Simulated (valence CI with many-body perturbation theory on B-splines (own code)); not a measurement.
Cd XXXV in brief

Calculated by relativistic CI+MBPT: four valence electrons over a frozen Dirac-Fock core [Ne], a basis of 11 s, 11 p, 10 d, 8 f, 5 g, 2 h functions for each j, with the one-electron correlation potential Σ1 (screened to all orders), the two-electron term Σ2, the three-electron term Σ3, Breit, model QED; selected single and double excitations, second order for the rest, scaled by the run's own slope (own B-spline code, finite nucleus).

No measured spectrum was set against this ion. As an estimate, large intervals hold to a few tenths of a per cent, small ones and those within an open d or f shell to about a per cent. Among the levels kept, up to 700 cm⁻¹ of a level comes from second order outside the variational space, and about a tenth of that is noise between levels of different J, which matters for small intervals.

Levels are named by their leading jj configuration (3d3/2^4 stands for four electrons in 3d with j = 3/2), which in mixed levels can hold well under half, so a name can repeat and another be missing.

Rates and lifetimes use the calculated energies. Strong lines usually hold to 10 to 20 %, long lifetimes can be off by a factor of two.

(1) What is the ground level?

(2) What is the ionisation energy?

(3) Where does the other parity begin?

(4) Name the longest-lived excited levels whose lifetime is computed, and their main decay.

(5) Among levels below 496.83 eV, which E1 lines absorb most strongly from the ground level?

(6) How well does LS coupling describe the low levels?

Answers

(1) (3s^2 3p1/2^2) J=0, composition 75 % 3s²3p² ³P + 24 % 3s²3p² ¹S.

(2) 2193.8 eV; NIST lists 2195 ± 4 eV (semi-empirical).

(3) At (3s 3p1/2^2 3p3/2) J=2, 124.65 eV.

(4) (3s^2 3p1/2 3p3/2) J=2 at 46.00 eV lives 587 μs, mostly by E2 to (3s^2 3p1/2^2) J=0; (3s^2 3p3/2 3d5/2) J=4 at 224.76 eV lives 2.41 μs, mostly by M1 to (3s^2 3p1/2 3d5/2) J=3; (3s^2 3p1/2 3p3/2) J=1 at 40.58 eV lives 2.10 μs, mostly by M1 to (3s^2 3p1/2^2) J=0.

(5) to (3s^2 3p1/2 3d3/2) J=1 at 6.451 nm, f = 0.337; to (3s 3p1/2 3p3/2^2) J=1 at 6.713 nm, f = 0.322; to (3s 3p1/2^2 3p3/2) J=1 at 8.735 nm, f = 0.136.

(6) Among the lowest 20 levels the leading LS term, summed over configurations, holds 62 % on average. For single configurations the figures are 56 % in LS and 77 % in jj coupling. Terms mix most in the J = 2 level at 187.93 eV, where the leading one holds 32 %.
